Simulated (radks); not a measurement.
The numbers below are computed, except where a source is named.
Q: Isoelectronic series with 37 electrons, each ion in its NIST ground configuration. Level of theory: Dirac Kohn-Sham, PBE, spin-unpolarised, spherical densities, finite nucleus; open shells are shared between the two j in proportion to 2j + 1; Fermi nuclear charge, rms radius of each element as measured or else 0.836 A^(1/3) + 0.57 fm (a radial shooting solver on a logarithmic mesh with Libxc functionals). Total energies (hartree) and orbital eigenvalues (eV) (* marks an orbital that is empty in some or all of the ions):

| ion | configuration | E (hartree) | 5s1/2* | 4p3/2 | 4p1/2 |
|---|---|---|---|---|---|
| Rb | [Kr] 5s1 | -2981.42522 | -2.2314 | -15.6778 | -16.5564 |
| Zr3+ | [Kr] 4d1 | -3597.34490 | -24.2883 | -58.5671 | -60.4088 |
| Pd9+ | [Kr] 4d1 | -5023.94077 | -109.1863 | -204.9039 | -210.3671 |
| In12+ | [Kr] 4d1 | -5835.94329 | -168.7703 | -303.3859 | -311.7633 |
| Te15+ | [Kr] 4d1 | -6715.08337 | -239.3624 | -418.1257 | -430.3723 |
| Cs18+ | [Kr] 4d1 | -7662.5752 | -320.9093 | -548.9669 | -566.2323 |
| Ce21+ | [Kr] 4d1 | -8679.7761 | -413.4442 | -695.8445 | -719.4990 |
| Pm24+ | [Kr] 4d1 | -9768.2114 | -517.0572 | -858.7468 | -890.4105 |
| Gd27+ | [Kr] 4d1 | -10929.5546 | -631.8806 | -1037.697 | -1079.272 |
| Ho30+ | [Kr] 4d1 | -12165.7747 | -758.0867 | -1232.741 | -1286.451 |
| Yb33+ | [Kr] 4d1 | -13478.9263 | -895.8772 | -1443.947 | -1512.375 |

Estimate the row of Tc6+ ([Kr] 4d1).

A: E (hartree) -4278.03147; 5s1/2* -60.8242; 4p3/2 -123.0192; 4p1/2 -126.3527.
